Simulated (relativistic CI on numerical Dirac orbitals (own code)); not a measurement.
Computed by Dirac-Coulomb-Breit CI, KLI orbitals optimised for each configuration, a model potential for QED, unscaled Slater integrals (own radial code, finite nucleus).

The strongest absorption lines from the ground level of an ion, among the configurations computed and to levels below about 844 eV (vacuum wavelength in Å, gf): 20.020 (0.072), 20.199 (0.05), 28.123 (0.19), 28.785 (0.15), 155.87 (0.94), 216.83 (0.33).

Task: Which ion is it?
A. Xe²⁵⁺
B. Nd³¹⁺
C. Ba²⁵⁺
D. Ba²⁷⁺

Result: D. Ba²⁷⁺ has 29 electrons and the ground level 3d¹⁰4s ²S1/2; the strongest line goes to 3d¹⁰4p ²P°3/2. The pattern of lines fixes the number of electrons, and along that sequence the line energies rise steadily with the charge (about as its square where n changes within one kind of shell, about linearly where n is kept but much faster in heavy ions where fine structure, which grows about as Z⁴, sets the gap, and irregularly where shells cross), which fixes Z. Configurations outside the model, such as inner-shell arrays, can give stronger lines. At this charge energies of transitions that change n are usually good to better than 1 %, and those within a shell (Δn = 0) to a few per cent.

LS names give the leading component of a level, which can be under half, so a name can repeat, a term be missing and a line seem to break the LS rules.
